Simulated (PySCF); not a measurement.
Job for PySCF: R-B3LYP/6-31G* on HBr (SMILES Br).

```python
from pyscf import gto, scf, dft, mp
from pyscf.data.elements import chemcore

mol = gto.M(
    atom='''
    Br   -0.04213583    0.92178150    3.73986378
    H    -0.21401584    0.81031548    2.32466093
    ''',
    basis='6-31g*',
    cart=True,
    charge=0, spin=0, verbose=3, max_memory=1800)
mf = dft.RKS(mol, xc='b3lyp')
mf.conv_tol = 1e-8
mf.max_cycle = 100
mf.kernel()
if not mf.converged:
    mf = mf.newton().run(mf.mo_coeff, mf.mo_occ)
```

Output:

```
converged SCF energy = -2574.48181154709
```

The calculation finished and met its thresholds.

Cost: roughly 0.6 core-seconds.
